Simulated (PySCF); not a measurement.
## Computed properties of Si(F)(NH2)3 (FH6N3Si), SMILES N[Si](F)(N)N

Si(F)(NH2)3 (FH6N3Si), SMILES [Si](N)(N)(F)N. Coordinates come from a PBE0-D3(BJ)/def2-SVP optimisation. One conformer was computed; it need not be the lowest. All values are computed for the isolated molecule unless a solvent is named; none is compared with measurement here.

**Structure.** The optimised structure has Cs symmetry. All 27 harmonic modes at PBE0-D3(BJ)/def2-SVP (PySCF) are real, so it is a minimum. With heavy atoms numbered as in [NH2:1][Si:2]([NH2:3])([NH2:4])[F:5], the shortest bond between them is Si2–F5 at 1.632 Å and the longest Si2–N4 at 1.718 Å.

**Vibrations.** The strongest infrared lines (harmonic, unscaled, degenerate partners summed) lie at 952 cm⁻¹ (258 km/mol, Si 49 %, N 33 %, H 18 %), 987 cm⁻¹ (242 km/mol, Si 50 %, N 20 %, H 19 %, F 12 %), 428 cm⁻¹ (235 km/mol, H 62 %, N 32 %). The softest mode is at 137 cm⁻¹ and the zero-point energy is 51.7 kcal/mol.

**Electronic structure.** HF/def2-TZVP (PySCF) places the frontier levels at -10.69 and 3.32 eV, a gap of 14.01 eV, and gives a dipole moment of 2.44 D and a mean polarisability of 40.6 bohr³. PBE/def2-TZVP (PySCF) at the same geometry gives -5.57 and -0.07 eV, so its gap is 8.51 eV narrower. An orbital gap is neither the optical nor the fundamental gap.

**Excitations.** TDDFT-CAM-B3LYP/def2-SVPD (PySCF) has S1 at 6.38 eV (194 nm, f = 0.043, weak); the most intense of the 10 singlets computed lies at 7.24 eV (f = 0.10). T1 (TDA) is at 6.05 eV. TDDFT-PBE/def2-SVPD (PySCF) puts S1 at 5.32 eV. No vertical singlet excitation falls in the visible range (under 3.1 eV).

**NMR.** GIAO shifts at HF/pcSseg-1 (PySCF) (non-relativistic, atoms alike by connectivity averaged): ¹H at 1.0 ppm against TMS; ²⁹Si at -46.6 ppm against TMS; ¹⁹F at -125.9 ppm against CFCl3.

**Solvation.** SMD-M06-2X/def2-SVP (PySCF) gives -4.8 kcal/mol in water, -6.7 kcal/mol in acetonitrile, -6.2 kcal/mol in N,N-dimethylformamide (1 M in both phases, gas-phase geometry).
